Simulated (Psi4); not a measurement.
A dimer, HCl ··· C2H6 (SMILES Cl and CC); the first 2 atoms form monomer A.

```
10

Cl     0.6410     0.0000     0.0000
H     -0.6410     0.0000     0.0000
C      1.4576     2.8519     0.1462
C      1.1451     3.1294     1.6141
H      0.5546     2.5920    -0.4096
H      2.1601     2.0229     0.0398
H      1.9021     3.7244    -0.3368
H      0.7002     2.2571     2.0970
H      2.0482     3.3890     2.1701
H      0.4429     3.9587     1.7205
```

**Question.** What interaction energy does SAPT0/jun-cc-pVDZ, frozen core run with Psi4 1.11 give, and which attractive term is the largest?

**Answer.** Total 5.68 kcal/mol: electrostatics -4.52, exchange 13.92, induction -0.81, dispersion -2.91. The most attractive term is electrostatics.
